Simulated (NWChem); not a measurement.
System: C₂H₅ClGe; SMILES [CH]([GeH2][Cl])=C

Here is an NWChem input.

```
start job
memory heap 200 mb stack 900 mb global 1100 mb
geometry units angstroms noautosym nocenter noautoz
  Ge    -0.737600    -0.055551     0.000000
  Cl     0.915041    -1.464746     0.000000
  C      0.022256     1.722246     0.000000
  C      1.335637     1.959392     0.000000
  H     -1.567656    -0.339159     1.262247
  H     -1.567656    -0.339159    -1.262247
  H     -0.681827     2.564520     0.000000
  H      1.736088     2.979189     0.000000
  H      2.063725     1.140726     0.000000
end
basis spherical
  Ge library 6-31g*
  Cl library 6-31g*
  C library 6-31g*
  H library 6-31g*
end
dft
  xc b3lyp
  iterations 150
end
property
  shielding 8 1 2 3 4 5 7 8 9
end
task dft property
```

The geometry was optimised at PBE0/def2-SVP. B3LYP is NWChem's, with the RPA form of VWN correlation.

GIAO values for the isolated, static molecule; σ is the absolute isotropic shielding, δ = σ(reference) − σ with the isolated reference molecule computed at the same levels (13C: tetramethylsilane, 1H: tetramethylsilane).

Atoms are numbered as in the input.

**Question.** What results follow from this input? (B3LYP/6-31G* (spherical d), GIAO.) Quantities: σ Cl2 (ppm); δ C3 (ppm); δ C4 (ppm); δ H5 (ppm); δ H7 (ppm); δ H8 (ppm); δ H9 (ppm).

**Answer.** 
```
Property     Result
-----------  ------
σ Cl2 (ppm)  1044.7
δ C3 (ppm)    122.4
δ C4 (ppm)    129.5
δ H5 (ppm)     5.61
δ H7 (ppm)     5.89
δ H8 (ppm)     6.13
δ H9 (ppm)     6.26
```
